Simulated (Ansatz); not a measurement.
[closo-2-(SiH3)B5H4]2- (SiB₅H₇²⁻), relaxed as a singlet with RKS PBE-D4/def2-SVPD in Ansatz, starting from the GFN2-xTB geometry. Force threshold 0.02 eV/Å.

A multiply charged anion in the gas phase is held together partly by the finite basis. The highest occupied level of the charge -2 singlet lies above zero (up to 4.37 eV). The electron is either unbound and held by the finite basis, or the level is raised by self-interaction error. Another isomer (singlet) lies 0.08 eV lower at PBE0-D4/def2-TZVPD; other spin states weren't run for this one.

Start:

```xyz
13

B    -0.137   -0.065   -0.011
B     0.890    1.456    0.278
B     0.705    0.761   -1.193
B     1.004    0.119    1.205
B     1.706   -0.123   -0.250
Si   -1.822   -0.936   -0.018
H    -2.068   -2.216   -0.903
H    -3.147   -0.179   -0.436
H    -2.546   -1.600    1.277
H     0.965    2.670    0.590
H     0.564    1.093   -2.399
H     1.145   -0.212    2.411
H     2.740   -0.769   -0.551
```

```json
{"step": "1", "energy (eV)": "-11356.1274", "largest force component (eV/Å)": "2.065", "SCF passes": "21"}
{"step": "2", "energy (eV)": "-11356.4353", "largest force component (eV/Å)": "0.769", "SCF passes": "20"}
{"step": "3", "energy (eV)": "-11356.4990", "largest force component (eV/Å)": "0.140", "SCF passes": "20"}
{"step": "4", "energy (eV)": "-11356.5008", "largest force component (eV/Å)": "0.051", "SCF passes": "22"}
{"step": "5", "energy (eV)": "-11356.5011", "largest force component (eV/Å)": "0.019", "SCF passes": "22"}
{"step": "6", "energy (eV)": "-11356.5014", "largest force component (eV/Å)": "0.041", "SCF passes": "21"}
{"step": "7", "energy (eV)": "-11356.5019", "largest force component (eV/Å)": "0.047", "SCF passes": "21"}
{"step": "8 (rejected)", "energy (eV)": "-11356.4720", "largest force component (eV/Å)": "0.541", "SCF passes": "21"}
{"step": "9", "energy (eV)": "-11356.5021", "largest force component (eV/Å)": "0.002", "SCF passes": "21"}
```

Force components are those of the run's own axes.

End:

```xyz
13

B    -0.1007   -0.0535    0.0417
B     0.8918    1.4372    0.2741
B     0.6355    0.7468   -1.2487
B     1.0159    0.0954    1.2984
B     1.6846   -0.1154   -0.2412
Si   -1.8517   -0.9472   -0.0161
H    -1.9692   -2.1650   -0.9562
H    -3.0624   -0.1124   -0.4885
H    -2.4883   -1.5699    1.2560
H     0.9509    2.6312    0.5794
H     0.4423    1.0383   -2.4215
H     1.1668   -0.2160    2.4719
H     2.6842   -0.7695   -0.5493
```

By distances, no bond broke or formed. The bond that changes most is Si6–H9, from 1.63 to 1.55 Å (atoms count from 1).

The force fell under the threshold at step 5, but the optimiser went on. No frequencies were taken in this run, so the end may be a saddle point.

Hardware: 4 threads of Arm Neoverse V1 on a shared host. Wall time 16 s.
